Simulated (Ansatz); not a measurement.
`Cl[Si](Cl)(Cl)[SnH3]` + HI → `Cl[Si](Cl)(Cl)I` + `[SnH4]` at 500 K and 1 bar (cleavage of the Si–Sn bond).

Gas-phase electronic energies from Ansatz, PBE0-D4/def2-TZVP geometries. CCSD(T)/CBS is the MP2 limit (def2-TZVPP, def2-QZVPP) plus CCSD(T) − MP2 in def2-TZVPP, frozen cores. Elements past krypton have def2 core potentials. For I, Sn outer-core shells are correlated without core-valence functions, which leaves a few kJ/mol of doubt a bond.

```tsv
species	CCSD(T)/CBS energy (Eh)	H − E (kJ/mol)	S (J/(mol·K))
`Cl[Si](Cl)(Cl)[SnH3]`	-1884.38755	122.5	475.0
HI	-298.03592	28.6	221.6
`Cl[Si](Cl)(Cl)I`	-1966.04944	57.5	414.8
`[SnH4]`	-216.39156	91.5	258.6
```

H − E and S are ideal-gas, rigid-rotor, harmonic terms from PBE0-D4/def2-TZVP. 1 Eh = 2625.50 kJ/mol, R = 8.31446 J/(mol·K).

Task: By hand: ΔE, ΔH, ΔS and ΔG.

Result: ΔE = (-1966.04944) + (-216.39156) − (-1884.38755) − (-298.03592) = -0.01753 Eh = -46.0 kJ/mol. Δ(H − E) = 57.5 + 91.5 − 122.5 − 28.6 = -2.1, so ΔH = -48.1 kJ/mol. ΔS = 414.8 + 258.6 − 475.0 − 221.6 = -23.2 J/(mol·K). ΔG = -48.1 − 500 × (-23.2)/1000 = -36.5 kJ/mol.

Task: By hand: the equilibrium constant, and the temperature at which ΔG would vanish if ΔH and ΔS stayed fixed.

Result: log₁₀ K = −ΔG/(RT ln 10) = 3.8. ΔG = 0 at ΔH/ΔS = 2073 K.

ΔH outweighs TΔS. A doubt of 5 kJ/mol in ΔE shifts log₁₀ K by 0.5 here. These are equilibria of isolated gas molecules and say nothing of rates. Largest T1 diagnostic: 0.013 (customary marks: 0.02 for closed shells, 0.045 for open ones).
